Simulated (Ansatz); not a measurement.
Geometry optimisation, RHF/def2-SVPD in Ansatz 0.2.0.

The input (input.yaml):

```yaml
crystal:
  periodic: [false, false, false]
  atoms:
    - { symbol: Si, position_ang: [0.0, 0.0, 0.0] }
    - { symbol: Cl, position_ang: [0.0, 0.0, 2.48] }
    - { symbol: H, position_ang: [1.3768, 0.0, -0.4862] }
    - { symbol: H, position_ang: [-0.6877, 1.1914, -0.4862] }
    - { symbol: F, position_ang: [-0.7489, -1.2974, -0.5295] }
    - { symbol: O, position_ang: [-1.879, 0.0, 0.6243] }
    - { symbol: H, position_ang: [-2.4241, -0.6297, 0.053] }
    - { symbol: H, position_ang: [-1.3553, 0.0, 1.769] }
basis:
  gaussian: { orbitals: def2-SVPD }
hamiltonian:
  xc: hf
relax:
  f_tol: 0.15
  max_steps: 25
  restrain:
    - { distance: [0, 5], at: 1.68, k: 30.0 }
    - { distance: [7, 1], at: 1.37, k: 30.0 }
    - { distance: [0, 1], at: 3.33, k: 30.0 }
    - { distance: [7, 5], at: 2.21, k: 30.0 }
```

Run as:

```bash
$ ansatz run input.yaml --threads 2 --pin off --max-ram 3072MiB --backend cpu --events-out ev --progress --plain --runs-dir out
```

Q: Where does it end, and by what steps?

A: It converged. The restraints hold the end off the free minimum; the threshold counts their pulls, which the force column leaves out. Restrained pairs: Si1–O6 (1.98 → 1.67 Å), Cl2–H8 (1.53 → 1.32 Å), Si1–Cl2 (2.48 → 3.34 Å), O6–H8 (1.26 → 2.21 Å). After 15 steps the energy has fallen by 4.087 eV (the restraints' own energy left out); F5 moved furthest, 1.47 Å.

```json
{"step": "0", "energy less start (eV)": "0.0000", "largest force component (eV/Å)": "3.324", "accepted": "yes"}
{"step": "1", "energy less start (eV)": "0.0414", "largest force component (eV/Å)": "3.023", "accepted": "yes"}
{"step": "2", "energy less start (eV)": "-0.4306", "largest force component (eV/Å)": "3.117", "accepted": "yes"}
{"step": "3", "energy less start (eV)": "-1.6122", "largest force component (eV/Å)": "1.536", "accepted": "yes"}
{"step": "4", "energy less start (eV)": "-2.4415", "largest force component (eV/Å)": "1.334", "accepted": "yes"}
{"step": "5", "energy less start (eV)": "-3.0610", "largest force component (eV/Å)": "1.662", "accepted": "yes"}
{"step": "6", "energy less start (eV)": "-3.5330", "largest force component (eV/Å)": "1.611", "accepted": "yes"}
{"step": "7", "energy less start (eV)": "-3.7976", "largest force component (eV/Å)": "1.559", "accepted": "yes"}
{"step": "8", "energy less start (eV)": "-3.8471", "largest force component (eV/Å)": "2.005", "accepted": "yes"}
{"step": "9", "energy less start (eV)": "-3.9426", "largest force component (eV/Å)": "1.668", "accepted": "yes"}
{"step": "10", "energy less start (eV)": "-4.0228", "largest force component (eV/Å)": "1.439", "accepted": "yes"}
{"step": "11", "energy less start (eV)": "-4.0767", "largest force component (eV/Å)": "1.258", "accepted": "yes"}
{"step": "12", "energy less start (eV)": "-4.0857", "largest force component (eV/Å)": "1.244", "accepted": "yes"}
{"step": "13", "energy less start (eV)": "-4.0455", "largest force component (eV/Å)": "1.539", "accepted": "no"}
{"step": "14", "energy less start (eV)": "-4.0759", "largest force component (eV/Å)": "1.338", "accepted": "yes"}
{"step": "15", "energy less start (eV)": "-4.0874", "largest force component (eV/Å)": "1.182", "accepted": "yes"}
```

```xyz
8
Properties=species:S:1:pos:R:3
Si -0.380 -0.137 -0.366
Cl 0.030 0.875 2.790
H 0.818 -0.832 0.109
H -0.234 1.318 -0.457
F -0.701 -0.680 -1.858
O -1.707 -0.557 0.554
H -2.445 -0.961 0.128
H -1.099 0.238 2.524
```

The run took 36 s on 2 threads of Arm Neoverse V1, on a shared host, peak memory 0.27 GiB.
